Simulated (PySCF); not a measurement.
# What settings do to a single point of [Pb(BH4)]+

The sound run of [Pb(BH4)]+ (singlet) uses PySCF 2.14.0, RKS TPSS, Pb def2-SVP with ECP60, B def2-SVP, H def2-SVP; non-relativistic Hamiltonian with scalar-relativistic core potentials where named; density fitting; no spin-orbit coupling, grid (50, 194), threshold 1e-8 Eh and 55 cycles, at the relaxed geometry:

```xyz
6

Pb    0.0000    0.0000   -0.0340
B     0.0000    0.0000    2.3017
H     0.0000    0.0000    3.5031
H     1.1816    0.0000    1.8075
H    -0.5908    1.0233    1.8075
H    -0.5908   -1.0233    1.8075
```

There Pb1 has a Mulliken charge of 0.94 e and the dipole about the centre of mass is 0.91 D. Each run below changes one thing and starts from free metal ions and neutral atoms unless it says otherwise; with 55 cycles, smearing, a level shift and second-order steps follow where DIIS fails, and their cycles count. Energy shifts count from the sound run.

| change | outcome | cycles | energy shift (eV) | largest force component (eV/Å) | charge on Pb1 (e) | dipole about the centre of mass (D) |
| --- | --- | --- | --- | --- | --- | --- |
| grid (10, 14) | converged | 10 | 21.01 | 4.37 | 1.02 | 1.19 |
| all coordinates × 1.05 | converged | 10 | 0.21 | 1.37 | 0.99 | 1.19 |
| start from a density of up to 30 smeared cycles (not counted) | converged | 7 | 0.0000 | 0.01 | 0.94 | 0.91 |
| charge changed by +4, spin kept, limit 63 cycles | not converged | 63 | – | – | – | – |

How does the run with this change end: threshold 1e-05?

outcome converged, cycles 8, energy shift (eV) 0.0000, largest force component (eV/Å) 0.01, charge on Pb1 (e) 0.94, dipole about the centre of mass (D) 0.91.

Unsound on purpose, so not properties of the compound: grid (10, 14).

Forces carry noise of the integration grid, about 0.01 to 0.03 eV/Å.

No frequency check is given that shows the relaxed geometry to be a minimum.
